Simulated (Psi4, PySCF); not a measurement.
Input for Psi4:
```
memory 2 GB

molecule {
0 1
N    -0.00000000   -0.00000000   -0.99436149
P     0.00000000    0.00000000    0.46403536
}

set {
  basis def2-tzvp
  freeze_core true
  mp2_type conv
  scf_type pk
  puream true
  d_convergence 1e-8
}

energy('mp2')
print_variables()
```

### Question
Write the same job for PySCF.

### Answer
This is not unique; one that fits is 
```python
from pyscf import gto, scf, mp

mol = gto.M(
    atom='''
N    -0.000000   -0.000000   -0.994361
P     0.000000    0.000000    0.464035
''',
    basis='def2-tzvp',
    charge=0,
    spin=0,
    verbose=4,
)

mf = scf.RHF(mol)
mf.kernel()

pt = mp.MP2(mf, frozen=6)
pt.kernel()
print('E(MP2) = %.10f' % pt.e_tot)
```

Both were run: Psi4 gave -395.517185 Eh and PySCF -395.517185 Eh, 0.000 mEh apart.
